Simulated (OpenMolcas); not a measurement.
Rh5+ among 3 point charges of -3 e arranged as a planar triangle (D3h), 2.04 Å from the ion.

```yaml
Program: OpenMolcas
Method: CASSCF
Basis: ANO-RCC-VDZP [6s5p3d1f]
Scalar_Hamiltonian: DKH2, point nucleus
Active_space: 4 electrons in 5 orbitals (4d)
State_averaging: 2S+1 = 5 even, 5 roots; 2S+1 = 3 even, 45 roots; 2S+1 = 1 even, 50 roots
Spin-orbit_coupling: RASSI with atomic mean-field integrals over the reference wave functions
```

Q: What is the spin-free ground state (labels of D3, the rotations of D3h)?

A: 5E, 2-fold in its orbital part, 100 % from free-ion D terms; it has the highest spin that d4 allows.

Q: Where is the first state of the same spin?

A: 5E at 13400 cm-1 above the ground state.

Q: What are the lowest two levels with spin-orbit coupling?

A: A 1-fold level A1, then a 1-fold level A2 28.5 cm-1 above it. Their leading multiplicities are 5 (98 %) and 5 (98 %).

Q: What is χT at 300 K, and how does it compare with the textbook value?

A: The lowest level has 2S+1 = 5, for which the spin-only value is χT = S(S+1) / 2 = 3.000 cm3 K/mol (g = 2). The computed 0.884 at 300 K differs by -2.116, through orbital momentum, spin-orbit coupling and any other state in reach.

An orbital doublet at a regular site is open to a Jahn-Teller distortion, which this geometry leaves out. Without dynamic correlation the repulsion within the d shell is too large (B by tens of per cent), so at a given field states of lower spin stand too high. Point charges give a weaker field than real ligands, and real ions of this kind are as a rule low spin; the high spin found here belongs to the model. This is an electrostatic model: the charges have no orbitals. No measured value stands beside these numbers.
